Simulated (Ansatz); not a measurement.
The same path of C₂H₉FSSi₂ (15 atoms, charge 0, multiplicity 1) was run twice with different band settings. Lost on the way: Si5–H14. Made: S6–H14.

Theory: RKS PBE-D4/STO-3G in Ansatz.

Relaxed end points:

```xyz
15
Properties=species:S:1:pos:R:3
C -0.049 -1.810 0.732
Si 0.634 -0.151 0.153
C 1.374 -0.337 -1.620
F 0.419 -0.586 -2.638
Si -0.956 1.456 0.202
S -1.642 1.727 2.213
H -0.456 -1.740 1.755
H -0.860 -2.162 0.073
H 0.738 -2.583 0.737
H 1.748 0.219 1.021
H 2.131 -1.170 -1.597
H 1.957 0.594 -1.864
H -0.428 2.711 -0.330
H -2.074 1.098 -0.669
H -2.557 2.683 1.860
```

```xyz
15
Properties=species:S:1:pos:R:3
C -0.202 -1.642 0.515
Si 0.495 0.012 -0.102
C 1.581 -0.410 -1.646
F 0.852 -0.756 -2.815
Si -1.153 1.572 -0.598
S -1.517 1.790 1.773
H -0.761 -1.535 1.462
H -0.894 -2.087 -0.220
H 0.598 -2.380 0.698
H 1.491 0.387 0.909
H 2.279 -1.254 -1.380
H 2.249 0.469 -1.869
H -0.143 2.674 -0.436
H -2.195 0.611 1.977
H -2.701 2.498 1.758
```

Common settings: movable images 7; climbing image yes; spring 5.0 eV/Å²; optimiser quadratic models (default); start path through a guess of the saddle point; end points relaxed.

| run | force threshold | iteration limit |
| --- | --- | --- |
| 1 | 0.05 eV/Å | 40 |
| 2 | 0.5 eV/Å | 49 |

(1) What does each run give, and how far can it be trusted?

## Answers

(1) Run 1: converged after 20 iterations, highest image 3.255 eV above the first end. Neighbouring images differ by up to 1.9 eV, so the band resolves the path poorly. A vibrational analysis at the climbing image gives one clearly imaginary mode, 750i cm⁻¹: a first-order saddle point.
Run 2: converged after 5 iterations, highest image 3.340 eV above the first end. The threshold of 0.5 eV/Å is loose, so the images may lie well off the minimum-energy path. Neighbouring images differ by up to 1.8 eV, so the band resolves the path poorly. The order of the stationary point at the top wasn't checked.
The orbitals stay closed-shell, which can raise the energy where a bond breaks towards radicals; this wasn't checked here. Limits of this set-up: minimal basis.
